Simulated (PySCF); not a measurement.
## Pt: excitation energy

Pt [Xe] 4f14 5d9 6s1 (3D) → Pt [Xe] 4f14 5d8 6s1 7s1 (5F), as a difference of total energies. All numbers are calculated (PySCF 2.14, scalar relativity through the core potential, in aug-cc-pVQZ-PP with ECP60MDF). Correlated levels: valence: 5s2 5p6 frozen. The calculations carry no spin-orbit coupling.

```
           method  excitation energy (eV)
              UHF                   5.370
              LDA                   7.717
              PBE                   7.238
             PBE0                   7.004
           r2SCAN                   6.954
             TPSS                   6.990
            TPSSh                   6.928
             BLYP                   7.374
    MP2 (valence)                   7.394
SCS-MP2 (valence)                   7.420
```

Q: How much does correlation contribute at MP2 (valence)?

A: 7.394 − (5.370) = 2.024 eV, measured against UHF.

The promoted electron is Rydberg-like, and one or two diffuse shells describe it only roughly, which tends to raise the upper state.
